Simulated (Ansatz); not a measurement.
`FC[SiH](F)CCl` + H₂ → `FC[SiH2]F` + `CCl` at 400 K and 1 bar (hydrogenolysis of the Si–C bond).

Calculated with Ansatz (gas phase, PBE0-D4/def2-TZVP geometries, no zero-point term in ΔE). CCSD(T)/CBS adds triple-zeta CCSD(T) − MP2 to the extrapolated MP2 energy (def2 sets, frozen cores). This one scheme is used for every species. One conformer a species, not always the lowest.

```json
{"species": "`FC[SiH](F)CCl`", "CCSD(T)/CBS energy (Eh)": "-1027.61827", "H − E (kJ/mol)": "221.3", "S (J/(mol·K))": "415.0"}
{"species": "H₂", "CCSD(T)/CBS energy (Eh)": "-1.17544", "H − E (kJ/mol)": "38.0", "S (J/(mol·K))": "139.0"}
{"species": "`FC[SiH2]F`", "CCSD(T)/CBS energy (Eh)": "-529.16787", "H − E (kJ/mol)": "155.7", "S (J/(mol·K))": "335.0"}
{"species": "`CCl`", "CCSD(T)/CBS energy (Eh)": "-499.63220", "H − E (kJ/mol)": "114.2", "S (J/(mol·K))": "247.0"}
```

H − E and S are ideal-gas, rigid-rotor, harmonic terms from PBE0-D4/def2-TZVP, for one conformer and one mirror image of each species. The MP2-based limit puts H₂ 0.8 mEh under its directly extrapolated value; such offsets cancel only in part. 1 Eh = 2625.50 kJ/mol, R = 8.31446 J/(mol·K).

Question: By hand: ΔE, ΔH, ΔS and ΔG.

Answer: ΔE = (-529.16787) + (-499.63220) − (-1027.61827) − (-1.17544) = -0.00636 Eh = -16.7 kJ/mol. Δ(H − E) = 155.7 + 114.2 − 221.3 − 38.0 = 10.6, so ΔH = -6.1 kJ/mol. ΔS = 335.0 + 247.0 − 415.0 − 139.0 = 28.0 J/(mol·K). ΔG = -6.1 − 400 × (28.0)/1000 = -17.3 kJ/mol.

Question: By hand: the equilibrium constant, and the temperature at which ΔG would vanish if ΔH and ΔS stayed fixed.

Answer: log₁₀ K = −ΔG/(RT ln 10) = 2.3. ΔH and −TΔS have one sign here, so there is no such temperature.

TΔS isn't small against ΔH here. A doubt of 5 kJ/mol in ΔE shifts log₁₀ K by 0.7 here. Other conformers and mirror images would add mixing entropy, several J/(mol·K) or more a flexible species. Modes under 60 cm⁻¹, often nearly free rotors, make the harmonic entropy too high. These are equilibria of isolated gas molecules and say nothing of rates. Largest T1 diagnostic: 0.011 (customary marks: 0.02 for closed shells, 0.045 for open ones).
